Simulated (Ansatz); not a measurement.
Input for Ansatz (a first-principles code): R-CCSD(T)/aug-cc-pV(T+d)Z on HCl (SMILES Cl). The basis file is the Basis Set Exchange's JSON of that set.

Ansatz 0.2 input:
```yaml
crystal:
  periodic: [false, false, false]
  atoms:
    - {symbol: Cl, position_ang: [-0.00000000, -0.00000000, 0.64100645]}
    - {symbol: H, position_ang: [0.00000000, 0.00000000, -0.64100645]}
basis:
  gaussian:
    orbitals: aug-cc-pV_T+d_Z.json
magnetization: {spin_polarized: false}
correlation: {method: ccsd_t, electrons: outside_noble_gas}
scf: {lower_state_search: off}
```

The log:

```
WARN ansatz: RAYON_NUM_THREADS=4 ignored (pool sized by the plan → 4); use --threads N
Functional definition: HF
these checks for a lower state are left out or cut short: stability, starts, cluster_reference, orbital_swaps, neighbouring_geometries, increment
integrals: 0.05 GiB planned
446 factors; integrals over basis functions are off by at most 2.0e-3 eV
mean field: 0.10 GiB planned
mean field evaluation 1: about -12519.7895 eV, gradient 1.0e1 eV
mean field evaluation 2: about -12519.7902 eV, gradient 1.0e1 eV
mean field evaluation 4: about -12520.1825 eV, gradient 1.1e0 eV
mean field evaluation 8: about -12520.1909 eV, gradient 2.1e-5 eV
mean field -12520.19086352 eV, -460.1085277443 hartree, gradient 1.5e-6 eV, S^2 0.000000; 0 other end points of the search recorded, 0 dependent functions left out
5 core orbitals not correlated
reference -12520.19086352 eV, -460.1085277443 hartree; 4, 4 occupied and 69, 69 virtual orbitals, 446 factors
second order -5.66278876 eV of doubles, -0.00000000 eV of singles
coupled cluster: 0.15 GiB planned
cycle   1  -6.07242453 eV  change   -4.1e-1 eV  update   4.0e-2
cycle   2  -6.20780828 eV  change   -1.4e-1 eV  update   1.2e-2
cycle   3  -6.21548312 eV  change   -7.7e-3 eV  update   3.0e-3
cycle   4  -6.21477248 eV  change    7.1e-4 eV  update   8.3e-4
cycle   5  -6.21457091 eV  change    2.0e-4 eV  update   1.7e-4
cycle   6  -6.21453907 eV  change    3.2e-5 eV  update   5.2e-5
cycle   7  -6.21454222 eV  change   -3.1e-6 eV  update   1.5e-5
cycle   8  -6.21454195 eV  change    2.7e-7 eV  update   4.1e-6
perturbative correction -0.23901143 eV, -0.0087835082 hartree
Total energy: -12526.64441690 eV, -460.3456914567 hartree
Checks for a lower state left out: stability, starts, cluster_reference, orbital_swaps, neighbouring_geometries, increment
```

Self-consistency was reached.

Cost: roughly 1.4 core-seconds.
